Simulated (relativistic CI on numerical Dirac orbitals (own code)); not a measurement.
**Slater and spin-orbit integrals, Se¹¹⁺**

These numbers are calculated, not measured: Dirac-Coulomb-Breit CI, separate exchange-only KLI orbitals for each configuration, model QED, unscaled Slater integrals (own radial code, finite nucleus).

Slater integrals F^k, G^k are unscaled and averaged over j, outside the closed core [Ne]; ζ comes from projecting the Hamiltonian with its Breit term on Σ l·s of the shell.

- 3s2 3p6 3d5: F^2(3d,3d) = 189260, F^4(3d,3d) = 120660, ζ(3d) = 3531.2 cm⁻¹; <r>(3d) = 0.5236, <r^2>(3d) = 0.3254 (bohr units).
- 3s2 3p5 3d6: ζ(3p) = 36173, F^2(3d,3d) = 188700, F^4(3d,3d) = 120290, F^2(3p,3d) = 179680, G^1(3p,3d) = 210320, G^3(3p,3d) = 133990, ζ(3d) = 3450.8 cm⁻¹; <r>(3p) = 0.5448, <r^2>(3p) = 0.3438, <r>(3d) = 0.5249, <r^2>(3d) = 0.3272 (bohr units).
- 3s2 3p4 3d7: F^2(3p,3p) = 183170, ζ(3p) = 36202, F^2(3d,3d) = 188120, F^4(3d,3d) = 119900, F^2(3p,3d) = 179370, G^1(3p,3d) = 210150, G^3(3p,3d) = 133810, ζ(3d) = 3372.2 cm⁻¹; <r>(3p) = 0.5455, <r^2>(3p) = 0.3447, <r>(3d) = 0.5263, <r^2>(3d) = 0.329 (bohr units).

**Question.** Give the Racah parameters of the d shell in 3s2 3p6 3d5.

**Answer.** B = F²/49 − 5F⁴/441 = 2494 cm⁻¹ and C = 35F⁴/441 = 9577 cm⁻¹.

Averages of the first 10 configurations, taken without configuration mixing, which lowers the lowest level and can move excited configurations by several eV; other configurations of the list can lie among them:

| Configuration | Parity | States | Average energy above the lowest level (eV) |
| --- | --- | --- | --- |
| 3s2 3p6 3d5 | even | 252 | 16.3 |
| 3s2 3p5 3d6 | odd | 1260 | 122.3 |
| 3s2 3p4 3d7 | even | 1800 | 230.8 |
| 3s 3p6 3d6 | even | 420 | 192.5 |
| 3s2 3p6 3d4 4s | even | 420 | 144.8 |
| 3p6 3d7 | even | 120 | 371.9 |
| 3s2 3p6 3d4 4p | odd | 1260 | 165.8 |
| 3s2 3p6 3d4 4d | even | 2100 | 198.1 |
| 3s2 3p6 3d3 4s2 | even | 120 | 286.4 |
| 3s 3p5 3d7 | odd | 1440 | 297.3 |
